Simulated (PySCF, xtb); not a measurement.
Si(AsH2)(F)2(H) (AsF2H3Si), SMILES F[SiH](F)[AsH2].

Harmonic wavenumbers (cm⁻¹) from GFN2-xTB (xtb) at its own minimum, in rising order: 83, 125, 162, 240, 392, 621, 642, 677, 686, 810, 838, 1008, 1915, 1920, 2331.

**Question.** What does PySCF with PBE-D3(BJ)/def2-SVP give at its own minimum? (The exact figures need the calculation; the answer reports its results.)

**Answer.** 102, 139, 180, 302, 368, 585, 609, 782, 794, 841, 937, 951, 2118, 2134, 2191. Paired by order, the mean absolute difference is 78 cm⁻¹ and the zero-point energies are 17.8 and 18.6 kcal/mol.
